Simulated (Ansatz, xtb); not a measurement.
Process, species as SMILES: CB(C)C(C)(C)C [tert-butyl(dimethyl)borane] + 2 B (BH3) + 3 C (CH4) -> 3 BC (CH5B) + 3 CC (C2H6) [ethane]
Structures are relaxed separately at B3LYP-D3(BJ)/def2-TZVP in Ansatz (an electronic-structure program), one conformer each, not searched for the lowest.

Property: bond separation energy (electronic energy difference), in eV. Cores are frozen in the correlated levels unless marked. No spin-orbit coupling. Non-relativistic. CBS marks a two-point X^-3 extrapolation of the correlation energy; Hartree-Fock from the larger set. The bracket is a focal-point correction in the basis named.

```
level                                                     program  bond separation energy (eV)
-------------------------------------------------  --------------  ---------------------------
GFN1-xTB                                                      xtb                         0.10
HF/cc-pVDZ                                                 Ansatz                        -0.31
HF/cc-pwCVTZ                                               Ansatz                        -0.30
PBE-D3(BJ)/def2-TZVPD                              Ansatz + dftd3                        -0.04
PBE-D4/def2-TZVPD                                  Ansatz + dftd4                        -0.01
B97M-V/def2-TZVPD                                          Ansatz                         0.04
B3LYP-D4/def2-TZVPD                                Ansatz + dftd4                         0.04
PBE0/6-31G*                                                Ansatz                        -0.16
PBE0/def2-TZVPD                                            Ansatz                        -0.19
PBE-QIDH/def2-TZVPD                                        Ansatz                         0.04
MP2/6-31G                                                  Ansatz                         0.24
SCS-MP2/cc-pVDZ                                            Ansatz                         0.09
SCS-MP2/cc-pwCVTZ                                          Ansatz                         0.14
RI-MP2/CBS(cc-pVTZ,cc-pVQZ)+[CCSD(T)-MP2]/cc-pVDZ          Ansatz                         0.18
RI-MP2/CBS(cc-pVTZ,cc-pVQZ)+[CCSD(T)-MP2]/cc-pVTZ          Ansatz                         0.16
```
